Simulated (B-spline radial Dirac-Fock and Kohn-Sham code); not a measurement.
# Atomic palladium: differential elastic cross section for electrons at 106 eV

Calculated with a radial finite-basis atomic code, using relativistic (Dirac) partial waves in the static field of the Dirac-Fock atom with Furness-McCarthy exchange, without polarisation or absorption potentials. Below a few hundred eV the neglected polarisation potential matters, most of all at small angles.

The run's input, task.json:

```json
{"items": [{
  "Z": 46,
  "q": 0,
  "cfg": [[1, 0, 2], [2, 0, 2], [2, 1, 6], [3, 0, 2], [3, 1, 6], [3, 2, 10], [4, 0, 2], [4, 1, 6], [4, 2, 10]],
  "A": 106,
  "rrms": 4.5318,
  "do": "elastic",
  "energies": [[106.0, 0]],
  "theta": [0, 10, 20, 30, 40, 50, 60, 70, 80, 90, 100, 110, 120, 130, 140, 150, 160, 170, 180]
}]}
```

Run with: `python xray2_run.py task.json out`

```
θ (°)  dσ/dΩ (a₀²/sr)  Sherman function
    0            33.9             0.000
   10            27.9             0.003
   20            17.0             0.008
   30            8.02             0.018
   40            2.37             0.040
   50           0.183             0.090
   60           0.512            -0.097
   70            1.45            -0.052
   80            1.62            -0.039
   90           0.988            -0.032
  100           0.315            -0.003
  110           0.106             0.134
  120           0.180             0.074
  130           0.165             0.019
  140           0.105            -0.078
  150           0.430            -0.035
  160            1.35            -0.011
  170            2.45            -0.004
  180            2.94             0.000
```

Question: What integrated cross sections go with this distribution?

Answer: The total elastic cross section is 25.4 a₀², the first transport cross section 8.87 a₀² and the second, weighted with (3/2) sin²θ, 12.1 a₀². The mean deflection is ⟨1 − cos θ⟩ = 0.349, and 10 % of the collisions scatter beyond 90°.

On this grid of angles the cross section has minima near 50°, 110°, 140°, from interference among the few low partial waves with large phase shifts.
